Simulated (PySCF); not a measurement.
A structure optimised at GFN2-xTB (Å):
```
atom  x, y, z in Å
C1    -2.499    2.618   -1.036
C2    -1.487    2.116   -0.628
C3    -0.265    1.588   -0.175
Cl4    1.088    2.675   -0.253
C5    -0.113    0.348    0.321
C6     1.198   -0.199    0.809
C7     2.146   -0.577   -0.331
F8     1.638   -1.633   -1.052
O9    -1.272   -0.400    0.446
C10   -1.229   -1.749    0.322
F11   -1.002   -2.345    1.526
F12   -2.444   -2.160   -0.062
H13   -3.401    3.026   -1.382
H14    1.027   -1.070    1.444
H15    1.699    0.567    1.403
H16    2.278    0.248   -1.036
H17    3.113   -0.905    0.061
H18   -0.483   -2.142   -0.389
```

Neutral, closed shell.

(1) Read off the bonds between heavy atoms and their formal orders.

(2) Which species is it?

(3) Name the point group.

(4) Describe the place of each heavy atom.

(5) What is the arrangement about C7?

(6) What is the arrangement about O9?

## Answers

(1) C1–C2 1.20 Å (triple); C2–C3 1.41 Å (single); C3–Cl4 1.74 Å (single); C3–C5 1.34 Å (double); C5–C6 1.50 Å (single); C6–C7 1.53 Å (single); C7–F8 1.38 Å (single); C5–O9 1.39 Å (single); O9–C10 1.36 Å (single); C10–F11 1.36 Å (single); C10–F12 1.34 Å (single). Bonds to hydrogen (Å): C1–H13 1.05; C6–H14 1.09; C6–H15 1.09; C7–H16 1.09; C7–H17 1.09; C10–H18 1.10.

(2) `C#C/C(Cl)=C(/CCF)OC(F)F`, C7H6ClF3O. Among its features: alkyne, C=C double bond, ether, C–F bond and C–Cl bond.

(3) C1 (no symmetry element, even within 0.4 Å).

(4) C1: terminal alkyne carbon; C2: alkyne carbon; C3: vinylic C–Cl carbon; Cl4: vinyl chlorine; C5: vinylic carbon bearing oxygen; C6: allylic carbon; C7: sp3 C–F carbon; F8: alkyl fluorine; O9: ether oxygen; C10: CHF2 carbon; F11/F12: fluorine of a CF2 group.

(5) It has 4 neighbours (C6, F8, H16, H17) and is tetrahedral (angles from 106.5° to 111.6°).

(6) It has 2 neighbours (C5, C10) and is bent (angle 120.2°).

The numbers are calculated, not measured.
